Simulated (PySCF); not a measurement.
C₅HClF (charge +1).
SMILES: `C#C[C+]1C(F)=C1Cl`

Level of theory: EOM-IP-CCSD/aug-cc-pVDZ in PySCF, restricted Hartree–Fock reference, 11 core orbitals frozen, non-relativistic, gas phase, PBE0-D3(BJ)/def2-SVP geometry.

Hartree–Fock orbital energies give these Koopmans values (eV): HOMO 16.32, HOMO-1 16.56, HOMO-2 18.48, HOMO-3 18.82.

Problem. What vertical ionisation energies does EOM-IP-CCSD give?

Solution. 
```tsv
leading hole (HF orbital)	Koopmans (eV)	EOM-IP-CCSD (eV)	change (eV)	one-hole share
HOMO	16.32	16.26	-0.06	0.96
HOMO-1	16.56	16.34	-0.22	0.96
HOMO-2	18.48	17.46	-1.02	0.95
HOMO-3	18.82	18.13	-0.69	0.94
```

Problem. Does the order of the lines follow the orbital energies?

Solution. Yes, no two lines change places. The corrections run from -1.02 to -0.06 eV, with a mean of -0.50 eV over the 4 lines; no line lies above its Koopmans value.

Problem. At what kinetic energies would He I light (21.22 eV) eject these electrons?

Solution. 4.96 eV (HOMO), 4.88 eV (HOMO-1), 3.76 eV (HOMO-2), 3.09 eV (HOMO-3).

Problem. What total energy has the lowest final state, and which wavelength reaches it?

Solution. E(CCSD) + ionisation energy = -749.43150 + 0.59753 = -748.83397 Eh, at the geometry of the initial state. The threshold wavelength is 1239.84 eV nm/16.26 eV = 76.3 nm.

Lines less than 0.15 eV apart could change places at a higher level. One root was sought for each valence orbital with −ε under 21 eV, eight at most, so deeper holes and satellites are missing; no vibrational structure.
